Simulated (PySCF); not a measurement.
CH7B2FN2.
Cartesian coordinates in Å at the PBE0-D3(BJ)/def2-SVP level; atoms count from 1:
```
atom  x, y, z in Å
B1    -1.171    1.074   -0.877
N2    -1.033   -0.061   -0.067
C3    -2.175   -0.922    0.217
B4     0.237   -0.452    0.536
N5     1.439    0.242    0.387
F6     0.229   -1.568    1.285
H7    -2.248    1.351   -1.352
H8    -0.211    1.779   -1.101
H9    -1.999   -1.950   -0.135
H10   -2.376   -0.977    1.298
H11   -3.068   -0.529   -0.285
H12    1.520    1.091   -0.153
H13    2.287   -0.071    0.835
```

Jobs on this species (13 atoms, 46 electrons) with PySCF (density fitting). Hardware of each: an Arm Neoverse V1 with one thread, no GPU (shared host). Times come from a shared host and carry two figures at best. Peak memory is the resident size of the whole Python process, interpreter and libraries included.

| level and settings | work | basis functions | SCF cycles | wall time | peak memory |
| --- | --- | --- | --- | --- | --- |
| delta-SCF UKS SCAN, pcX-1 on the ionised atom, pcseg-1 elsewhere, spin-free X2C | ΔSCF core ionisation, 6 holes | 129 | ? | ? | ? |
| delta-SCF UKS SCAN, pcX-2 on the ionised atom, pcseg-1 elsewhere, non-relativistic | ΔSCF core ionisation, 6 holes | 150 | ? | ? | ? |
| PBE0-D3(BJ)/def2-SVP, grid level 1 | geometry optimisation from a GFN2-xTB start shaken at random | 119 | 36 | 27 s | 0.52 GiB |
| delta-SCF UKS SCAN, pcX-2 on the ionised atom, pcseg-1 elsewhere, spin-free X2C | ΔSCF core ionisation, 6 holes | 150 | 104 | 39 s | 0.54 GiB |
| delta-SCF UKS SCAN, def2-TZVP on the ionised atom, pcseg-1 elsewhere, spin-free X2C | ΔSCF core ionisation, 6 holes | 136 | 104 | 37 s | 0.58 GiB |
| delta-SCF UKS PBE0, pcX-2 on the ionised atom, pcseg-1 elsewhere, spin-free X2C | ΔSCF core ionisation, 6 holes | 150 | 91 | 41 s | 0.58 GiB |
| delta-SCF UKS PBE, pcX-2 on the ionised atom, pcseg-1 elsewhere, spin-free X2C | ΔSCF core ionisation, 6 holes | 150 | 98 | 23 s | 0.58 GiB |
| delta-SCF UKS B3LYP, pcX-2 on the ionised atom, pcseg-1 elsewhere, spin-free X2C | ΔSCF core ionisation, 6 holes | 150 | 92 | 42 s | 0.60 GiB |

Task: Fill in the missing figures.

Result: 
- delta-SCF UKS SCAN, pcX-1 on the ionised atom, pcseg-1 elsewhere, spin-free X2C; ΔSCF core ionisation, 6 holes: 32 s, 0.58 GiB, 102 SCF cycles
- delta-SCF UKS SCAN, pcX-2 on the ionised atom, pcseg-1 elsewhere, non-relativistic; ΔSCF core ionisation, 6 holes: 38 s, 0.58 GiB, 105 SCF cycles

Task: What do all jobs in the table cost together?

Result: About 4.7 min; the longest takes about 15 % of that, and about 1.8 times as long as the shortest.
